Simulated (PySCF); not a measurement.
Spectrum to structure. The calculation used TDDFT wB97X-D/def2-SVPD, vertical, gas phase, core orbitals frozen in the response in PySCF 2.14.0, density-fitted response routines. Geometries: GFN2-xTB, one conformer each. Relativistic effects are left out although some hold elements past zinc.

```
state  λ (nm)       f
   S1   172.6  0.0064
   S2   167.8   0.026
   S3   161.8  0.0087
   S4   161.3   0.027
   S5   159.9  0.0057
   S6   155.6   0.045
   S7   154.0  0.0031
   S8   151.9   0.046
```

Triplets computed (Tamm–Dancoff): 6.94, 7.05, 7.27 eV.

Orbital energies (eV): HOMO-3 -10.67, HOMO-2 -10.27, HOMO-1 -10.02, HOMO -9.82, LUMO 1.70, LUMO+1 1.96, LUMO+2 2.07.

Question: Which structure fits? All have the formula C2H9BrO2Si2.
A. `CCO[Si@@H](Br)O[SiH3]`
B. `[SiH3]OC(CBr)O[SiH3]`
C. `CO[SiH2]O[SiH2]CBr`
D. `COC[Si@@H](Br)O[SiH3]`

Answer: D. Its S1 lies at 7.18 eV; the nearest of the others has S1 at 7.78 eV. S1 is HOMO→LUMO (43%), HOMO→LUMO+1 (23%), HOMO→LUMO+2 (9%). Löwdin shares by element: HOMO oxygen 55% or more, carbon 18%, bromine 8% (atoms not listed hold the other 19%); LUMO silicon 42%, hydrogen 18% or more (atoms not listed hold the other 39%). At the same level the other candidates give, for their lowest levels:
- `CCO[Si@@H](Br)O[SiH3]`: 159 nm (f 0.026); 159 nm (f 0.034); 158 nm (f 0.039); 157 nm (f 0.004); 153 nm (f 0.019); T1 7.40 eV; HOMO -10.19, LUMO 1.63 eV
- `[SiH3]OC(CBr)O[SiH3]`: 195 nm (f 0.002); 194 nm (f 0.001); 167 nm (f 0.001); 163 nm (f 0.001); 158 nm (f 0.012); T1 5.73 eV; HOMO -9.86, LUMO 1.33 eV
- `CO[SiH2]O[SiH2]CBr`: 210 nm (f 0.013); 202 nm (f 0.002); 167 nm (f 0.009); 166 nm (f 0.039); 162 nm (f 0.005); T1 5.27 eV; HOMO -9.49, LUMO 1.33 eV

Conformer computed: `[CH3:1][O:2][CH2:3][Si@@H:4]([Br:5])[O:6][SiH3:7]`: C1–O2–C3–Si4 -179°, O2–C3–Si4–Br5 -168°, C3–Si4–O6–Si7 15°.

Without π bonds the low states are Rydberg-like; a valence basis with one diffuse set may place them up to an eV too high.
